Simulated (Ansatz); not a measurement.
`NB(N)Cl` + `FC[SiH](S)Cl` → `NB(Cl)CF` + `N[SiH](S)Cl`  (redistribution)

Calculated with Ansatz (gas phase, PBE0-D4/def2-TZVP geometries, no zero-point term in ΔE). CCSD(T)/CBS is the MP2 limit (def2-TZVPP, def2-QZVPP) plus CCSD(T) − MP2 in def2-TZVPP, frozen cores. Functionals use def2-TZVPP. B3LYP here is the variant with VWN-RPA as its local correlation; programs differ in this. One conformer a species, not always the lowest.

Is it downhill or uphill in electronic energy at CCSD(T)/CBS, and by how much? (An estimate is asked.)

The calculation gave: Uphill: ΔE = +11.3 kJ/mol.

What do these levels give: PBE, B3LYP, HF/def2-TZVPP, MP2/def2-TZVPP, MP2/def2-QZVPP, SCS-MP2/def2-QZVPP? (An estimate is asked.)

Ansatz gave: PBE 16.1, B3LYP 14.3, HF/def2-TZVPP 12.2, MP2/def2-TZVPP 10.8, MP2/def2-QZVPP 11.0, SCS-MP2/def2-QZVPP 10.9 kJ/mol.

Largest T1 diagnostic among the species: 0.011.
